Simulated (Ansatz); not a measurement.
`CCBCC` + BH₃ → `BBCC` + ethane  (formal exchange of groups at a B–C bond)

Calculated with Ansatz (gas phase, PBE0-D4/def2-TZVP geometries, no zero-point term in ΔE). CBS: MP2 limit from def2 TZ/QZ plus the TZ coupled-cluster correction, frozen cores. This one scheme is used for every species. Functionals use def2-TZVPP. One conformer a species, not always the lowest.

```json
{"level": "r2SCAN-D4", "ΔE (eV)": "-0.09"}
{"level": "revPBE", "ΔE (eV)": "-0.17"}
{"level": "RPA@PBE/def2-TZVPP", "ΔE (eV)": "0.08"}
{"level": "SCS-MP2/def2-TZVPP", "ΔE (eV)": "0.09"}
```

Problem. What does CCSD(T)/CBS give? (An estimate is asked.)

Solution. Computed: +0.03 eV. The listed levels differ from it by -0.12, -0.20, 0.05, 0.06 eV.

Largest T1 diagnostic among the species: 0.011.

From PBE to PBE0 (25 % exact exchange), in def2-TZVPP and without D4, ΔE moves by +0.07 eV. Leaving LDA and LC-ωPBE aside and taking each functional with its dispersion term where it has one, the values, not all of them listed here, spread over 0.16 eV, from B97M-V to ωB97M-V.
